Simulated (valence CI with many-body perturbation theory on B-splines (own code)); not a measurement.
**Energy levels of Ir45+**

Method: configuration interaction combined with many-body perturbation theory (CI+MBPT): four valence electrons over a frozen Dirac-Fock core [Ar] 3d10, a basis of 11 s, 11 p, 10 d, 8 f, 5 g, 2 h functions for each j, with the one-electron correlation potential Σ1, the two-electron term Σ2, the three-electron term Σ3, Breit, model QED; selected CI, second order for the rest, scaled by the run's own slope (own B-spline code, finite nucleus).

The last digits are not significant, and no measured levels were compared; by estimate large intervals hold to a few tenths of a per cent, small ones and those within an open d or f shell to about a per cent. Among the levels kept, up to 420 cm⁻¹ of a level comes from second order outside the variational space, and about a tenth of that is noise between levels of different J, which matters for small intervals.

Levels 136 to 180 of 188, with energies above the lowest level, (4s^2 4p1/2^2) J=0. "Leading %" is the weight of the configuration and term that name the level; weights of strongly mixed levels are sums over their largest components and can fall short. In the jj column 3d3/2^4 stands for four electrons in 3d with j = 3/2. Lifetimes count E1, E2, E3, M1 and M2 decay at the calculated energies, and are blank where another channel may lead or the interval is too uncertain; long ones can be off by a factor of two.

```
No.  Configuration  Term  J  E (× 10³ cm⁻¹)  Leading %      g  Lifetime                   Leading jj
136      4s 4p2 4f   5G°  3          5671.5         25  1.091   1.45 ps  4s 4p1/2 4p3/2 4f5/2 (66 %)
137      4s 4p 4d2   3P°  0          5673.3         34          2.32 ps  4s 4p1/2 4d3/2 4d5/2 (74 %)
138      4s 4p2 4f   5G°  4          5682.0         19  1.242   1.10 ps  4s 4p1/2 4d3/2 4d5/2 (42 %)
139      4s 4p2 4f   5F°  2          5694.0         24  0.990   1.63 ps  4s 4p1/2 4p3/2 4f5/2 (67 %)
140      4s 4p 4d2   5D°  3          5699.6         20  1.193    688 fs  4s 4p1/2 4d3/2 4d5/2 (67 %)
141      4s 4p2 4f   5F°  1          5706.0         66  0.286   1.87 ps  4s 4p1/2 4p3/2 4f5/2 (83 %)
142      4s 4p2 4f   5G°  4          5709.9         26  1.184   1.77 ps  4s 4p1/2 4p3/2 4f7/2 (40 %)
143      4s 4p2 4f   3G°  4          5714.3         32  1.120   3.06 ps  4s 4p1/2 4p3/2 4f5/2 (47 %)
144      4s 4p 4d2   5D°  2          5722.9         16  1.235    623 fs  4s 4p1/2 4d3/2 4d5/2 (72 %)
145      4s 4p2 4f   5F°  3          5725.1         16  1.097   1.58 ps  4s 4p1/2 4p3/2 4f7/2 (48 %)
146      4s 4p2 4f   5G°  5          5730.5         51  1.279   3.40 ps  4s 4p1/2 4p3/2 4f7/2 (94 %)
147      4s 4p 4d2   5S°  2          5756.3         12  1.253    621 fs  4s 4p1/2 4d3/2 4d5/2 (63 %)
148      4s 4p2 4f   3G°  3          5759.2         20  1.142   1.09 ps  4s 4p1/2 4p3/2 4f7/2 (38 %)
149      4s 4p 4d2   5D°  4          5766.3         25  1.215   1.40 ps      4s 4p1/2 4d5/2^2 (35 %)
150      4s 4p2 4f   3G°  5          5778.5         48  1.232   2.19 ps  4s 4p1/2 4p3/2 4f7/2 (59 %)
151      4s 4p 4d2   3D°  1          5778.7         23  0.941    708 fs  4s 4p1/2 4d3/2 4d5/2 (56 %)
152      4s 4p2 4f   3F°  3          5789.1         29  1.109   1.01 ps  4s 4p1/2 4p3/2 4f5/2 (62 %)
153      4s 4p2 4f   3D°  2          5793.3         29  1.010   2.50 ps  4s 4p1/2 4p3/2 4f7/2 (68 %)
154            4p4    3P  0          5796.5         53           321 fs               4p3/2^4 (83 %)
155      4s 4p 4d2   5G°  5          5797.7         22  1.206   2.09 ps      4s 4p1/2 4d5/2^2 (55 %)
156      4s 4p2 4f   3H°  6          5802.3         56  1.231   4.18 ps  4s 4p1/2 4p3/2 4f7/2 (96 %)
157      4s 4p2 4f   3F°  4          5803.7         29  1.234   1.58 ps  4s 4p1/2 4p3/2 4f7/2 (58 %)
158      4s 4p2 4f   5D°  2          5808.8         28  1.239   1.07 ps  4s 4p1/2 4p3/2 4f5/2 (56 %)
159      4s 4p2 4f   3P°  0          5809.4         50          2.17 ps  4s 4p1/2 4p3/2 4f5/2 (91 %)
160      4s 4p2 4f   5D°  1          5811.3         33  1.258   1.28 ps  4s 4p1/2 4p3/2 4f5/2 (68 %)
161      4s 4p2 4f   3G°  3          5815.3         55  0.927   1.19 ps  4s 4p1/2 4p3/2 4f5/2 (59 %)
162      4s 4p2 4f   1F°  3          5830.0         29  1.070   2.14 ps  4s 4p1/2 4p3/2 4f7/2 (50 %)
163      4s 4p2 4f   3F°  2          5842.1         17  1.100   1.40 ps      4s 4p1/2 4d5/2^2 (40 %)
164      4s 4p2 4f   3H°  4          5846.4         22  1.075   1.49 ps  4s 4p1/2 4p3/2 4f5/2 (41 %)
165      4s 4p2 4f   3F°  2          5848.4         31  0.800   1.10 ps  4s 4p1/2 4p3/2 4f5/2 (68 %)
166      4s 4p2 4f   1D°  2          5862.9         22  1.046   1.27 ps   4p1/2 4p3/2^2 4d3/2 (32 %)
167      4s 4p2 4f   3D°  1          5878.7         32  1.141   1.53 ps  4s 4p1/2 4p3/2 4f7/2 (50 %)
168      4s 4p2 4f   3F°  2          5881.8         29  1.062   1.10 ps  4s 4p1/2 4p3/2 4f7/2 (38 %)
169      4s 4p2 4f   3D°  3          5881.8         47  1.182    993 fs  4s 4p1/2 4p3/2 4f7/2 (54 %)
170      4s 4p 4d2   3G°  4          5883.3         12  1.122   1.67 ps  4s 4p1/2 4p3/2 4f7/2 (50 %)
171      4s 4p 4d2   5D°  3          5890.4         10  1.214   1.27 ps      4s 4p1/2 4d5/2^2 (58 %)
172      4s 4p2 4f   3D°  1          5891.9         34  0.811    994 fs  4s 4p1/2 4p3/2 4f5/2 (58 %)
173      4s 4p2 4f   3F°  3          5901.4         14  1.152   1.03 ps      4s 4p1/2 4d5/2^2 (43 %)
174      4s 4p2 4f   1H°  5          5910.4         41  1.087   1.60 ps  4s 4p1/2 4p3/2 4f7/2 (82 %)
175      4s 4p2 4f   3F°  4          5916.9         33  1.169   1.10 ps  4s 4p1/2 4p3/2 4f7/2 (81 %)
176      4s 4p2 4f   3G°  4          5929.0         23  1.160    997 fs  4s 4p1/2 4p3/2 4f7/2 (30 %)
177         4p3 4d   3F°  2          5929.8         28  0.967    798 fs   4p1/2 4p3/2^2 4d3/2 (54 %)
178      4s 4p 4d2   3P°  0          5931.0         52          1.12 ps      4s 4p1/2 4d5/2^2 (59 %)
179         4p3 4d   3D°  1          5938.9         24  0.917    696 fs   4p1/2 4p3/2^2 4d3/2 (60 %)
180      4s 4p 4d2   3F°  2          5949.4         18  1.027   1.32 ps  4s 4p1/2 4p3/2 4f7/2 (43 %)
```

Where two levels of one J and parity lie close, their mixing, g and order are uncertain.
